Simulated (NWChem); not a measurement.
**Relativistic effects in HIn**

```
In
H 1 1.8630
```
Charge 0, spin multiplicity 1.

The numbers come from NWChem runs, not from measurements. All single points use one geometry, from PBE0/def2-SVP with def2 effective core potentials on In, a minimum by its harmonic frequencies.

Functional PBE0, all-electron basis x2c-SVPall-2c, contracted for the X2C Hamiltonian and used here with ZORA. The ion keeps the geometry and has multiplicity 2 in the scalar run; the spin-orbit run starts from the same electron counts.

Relative cost: rough, from shared machines, SCF included, scalar ZORA = 1.

The structure started from a generated list of species. The stability of the SCF solutions was not checked.

| Hamiltonian | ΔSCF ionisation energy (eV) | HOMO (eV) | LUMO (eV) | gap (eV) | relative cost |
|---|---|---|---|---|---|
| scalar ZORA | 7.94 | -5.66 | -1.71 | 3.95 | 1 |
| spin-orbit ZORA | 7.95 | -5.67 | -1.81 | 3.87 | under 3 |

From scalar ZORA to spin-orbit ZORA the ionisation energy increases by 0.01 eV.
